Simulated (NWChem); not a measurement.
Molecule: bromine monochloride (BrCl); SMILES BrCl

Computed with NWChem. Structure relaxed at the PBE0/def2-SVP level. Level: PBE0/def2-SVP with SMD (1 M gas to 1 M solution), gas-phase geometry.

For solvent water:

| Quantity | Result |
|---|---|
| solvation free energy (kcal/mol) | -0.3 |
| cavity-dispersion-structure term (kcal/mol) | 0.0 |

Problem. Estimate the same quantities for solvent n-hexane.

Solution. 
| Quantity | Result |
|---|---|
| solvation free energy (kcal/mol) | -3.1 |
| cavity-dispersion-structure term (kcal/mol) | -3.0 |
